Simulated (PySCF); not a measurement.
PySCF job for C3H8ClSi, SMILES C[Si](C)([CH2])Cl, multiplicity 2, C-PCM-PBE0/def2-SVP. Coordinates come from a TPSSh-D3(BJ)/def2-SVP optimisation. A frequency run showed that this geometry is not a minimum. The isomer is the one that the SMILES or the coordinates give; other isomers of the formula were not compared.

```python
import numpy as np
from pyscf import gto, scf, dft
from pyscf.solvent import pcm

mol = gto.M(
    atom='''
    C    -0.71109334    1.69519378   -0.82900046
    Si   -0.09517145    0.01868744   -0.33771134
    C     1.45069707   -0.46000726   -1.29280270
    C    -1.42725200   -1.29269118   -0.52893718
    Cl    0.41614549    0.11779912    1.69470590
    H    -0.75833349    2.54151487   -0.13405827
    H    -1.05744426    1.91432861   -1.84786050
    H     2.25582986    0.27415776   -1.13405063
    H     1.81547669   -1.44920007   -0.97184542
    H     1.23463335   -0.50609918   -2.37374921
    H    -1.05072126   -2.27871486   -0.21186518
    H    -2.31204524   -1.04807201    0.07912527
    H    -1.74357878   -1.36709620   -1.58329569
    ''',
    basis='def2-SVP',
    charge=0,
    spin=1,
    max_memory=1600,
    verbose=3,
)
mf = dft.UKS(mol, xc='pbe0').density_fit(auxbasis='def2-universal-jkfit')
mf.grids.level = 3
mf.conv_tol = 1e-9
mf.max_cycle = 100
mf.kernel()
fine, coarse = mf.grids, dft.Grids(mol).set(level=1).build(with_non0tab=True)
for _ in range(3):  # follow internal instabilities
    mf.grids = coarse
    mo, _, stable, _ = mf.stability(return_status=True, nroots=4)
    mf.grids = fine
    if stable:
        break
    mf.kernel(mf.make_rdm1(mo, mf.mo_occ))
res = {}
for name, eps in {'water': 78.355, 'n-hexane': 1.8819, '2-propanol': 19.264}.items():
    s = mf.PCM()
    s.with_solvent.method, s.with_solvent.eps, s.with_solvent.lebedev_order = 'C-PCM', eps, 29
    s.kernel(mf.make_rdm1())
    res[name] = (s.e_tot, eps, s.dip_moment(), s.mo_energy, s.converged)
    print(f'{name}: electrostatic solvation free energy {(s.e_tot - mf.e_tot) * 627.509474:.3f} kcal/mol')
```

Program output:

```

WARN: HOMO -0.221372446086808 >= LUMO -0.221372446086809

converged SCF energy = -868.108412729585  <S^2> = 0.7541421  2S+1 = 2.0041378
<class 'pyscf.df.df_jk.DFUKS'> wavefunction is stable in the internal stability analysis

WARN: PCM is an experimental feature. It is still in testing.
Features and APIs may be changed in the future.

converged SCF energy = -868.112715433856  <S^2> = 0.75411834  2S+1 = 2.0041141
Dipole moment(X, Y, Z, Debye): -0.67207, -0.25801, -2.81591
water: electrostatic solvation free energy -2.700 kcal/mol

WARN: PCM is an experimental feature. It is still in testing.
Features and APIs may be changed in the future.

converged SCF energy = -868.110307221078  <S^2> = 0.75413093  2S+1 = 2.0041267
Dipole moment(X, Y, Z, Debye): -0.58201, -0.20806, -2.42133
n-hexane: electrostatic solvation free energy -1.189 kcal/mol

WARN: PCM is an experimental feature. It is still in testing.
Features and APIs may be changed in the future.

converged SCF energy = -868.112519495054  <S^2> = 0.75411927  2S+1 = 2.004115
Dipole moment(X, Y, Z, Debye): -0.66433, -0.25361, -2.78187
2-propanol: electrostatic solvation free energy -2.577 kcal/mol
```

The calculation finished and met its thresholds.
